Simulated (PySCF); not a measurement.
**How methods differ on the electron affinity of Ge**

Ge⁻ [Ar] 3d10 4s2 4p3 (4S) → Ge [Ar] 3d10 4s2 4p2 (3P), as a difference of total energies. Calculation: PySCF 2.14, in x2c-TZVPPall with one added diffuse shell each of s, p, d type (7s6p5d1f, 57 functions); scalar relativity by spin-free X2C-1e. Correlated levels: valence: [Ar] 3d10 frozen. The calculations carry no spin-orbit coupling.

| method | electron affinity (eV) |
| --- | --- |
| UHF | 0.851 |
| MP2 (valence) | 1.290 |
| SCS-MP2 (valence) | 1.131 |
| CCSD (valence) | 1.266 |
| CCSD(T) (valence) | 1.307 |

Q: How much does correlation contribute at CCSD(T) (valence)?

A: 1.307 − (0.851) = 0.456 eV, measured against UHF.

A first-order spin-orbit estimate (lowest level to lowest level, LS coupling) adds -0.102 eV.

Errors of the correlated levels include the incompleteness of this basis and the frozen core.

For comparison: 1.233 eV (measured; photodetachment measurements, as compiled on the Wikipedia data page of electron affinities).
